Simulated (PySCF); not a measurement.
Al(Cl)2(OMe) (CH3AlCl2O), SMILES [O](C)[Al]([Cl])[Cl].

Geometry optimised at PBE0-D3(BJ)/def2-SVP. The structure was generated by enumeration; whether it is a known compound was not checked. One conformer was computed; it need not be the lowest.

The numbers are results of PySCF with TDA-LC-ωPBE/def2-SVPD, not measurements.

Vertical excitations. Gas-phase values at a fixed geometry.

```csv
state,energy (eV),λ (nm),f,main pairs
S1,7.17,173,0.001,HOMO→LUMO 79 %
S2,7.29,170,0.007,HOMO−1→LUMO 78 %
S3,7.77,160,0.000,HOMO−1→LUMO+1 94 %
S4,7.88,157,0.050,HOMO−2→LUMO 76 %
S5,7.93,156,0.000,HOMO−3→LUMO 79 %
S6,8.19,151,0.040,"HOMO→LUMO+1 64 %, HOMO−4→LUMO 19 %"
S7,8.29,150,0.000,HOMO−2→LUMO+1 93 %
S8,8.39,148,0.211,"HOMO−4→LUMO 59 %, HOMO→LUMO+1 21 %"
S9,8.56,145,0.149,HOMO−5→LUMO 74 %
S10,8.74,142,0.003,HOMO−4→LUMO+1 92 %
T1,6.80,182,0,HOMO→LUMO 73 %
T2,6.94,179,0,HOMO−1→LUMO 74 %
T3,7.27,171,0,HOMO→LUMO+1 89 %
T4,7.47,166,0,HOMO−2→LUMO 73 %
```
Triplets are in the Tamm–Dancoff approximation.
